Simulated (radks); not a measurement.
All-electron atom: Hf2+ in [Xe] 4f13 5d1 6s2 (not the ground configuration). Method: scalar-relativistic Kohn-Sham, BLYP, spin-polarised, spherical densities, finite nucleus; open shells are filled with parallel spins first (spin-orbit coupling, left out, can overturn this in heavy ions); Fermi nuclear charge, rms radius 5.347 fm; computed with a radial shooting solver on a logarithmic mesh with Libxc functionals.

Normalised radial functions P(r) = r R(r), r in bohr:

r	5p down	6s up
0.0008136	0.0011	0.0197
0.001094	0.0018	0.0247
0.001482	0.0030	0.0310
0.001993	0.0049	0.0383
0.002701	0.0081	0.0466
0.003632	0.0133	0.0553
0.004922	0.0219	0.0637
0.006617	0.0351	0.0696
0.008968	0.0560	0.0705
0.01206	0.0859	0.0626
0.01634	0.1279	0.0411
0.02215	0.1791	0.0036
0.02978	0.2273	-0.0452
0.04035	0.2506	-0.0933
0.05425	0.2107	-0.1108
0.07353	0.0716	-0.0677
0.09886	-0.1445	0.0361
0.134	-0.3338	0.1429
0.1801	-0.3024	0.1368
0.2441	0.0369	-0.0307
0.3282	0.4394	-0.2104
0.4448	0.4772	-0.1682
0.598	-0.0151	0.1163
0.8105	-0.6931	0.3586
1.09	-1.0204	0.2525
1.477	-0.8579	-0.1802
1.986	-0.4715	-0.5934
2.691	-0.1616	-0.6990
3.618	-0.0333	-0.4849
4.903	-0.0032	-0.1972
6.592	-0.0001	-0.0442
8.934	0.0000	-0.0043

5p down: eigenvalue -58.923 eV, 3 radial nodes at r = 0.0817, 0.238, 0.594 bohr, <r> = 1.29 bohr, 90 % of the charge inside 1.88 bohr. 6s up: eigenvalue -20.736 eV, 5 radial nodes at r = 0.0227, 0.0903, 0.234, 0.538, 1.32 bohr, <r> = 2.78 bohr, 90 % of the charge inside 3.98 bohr.
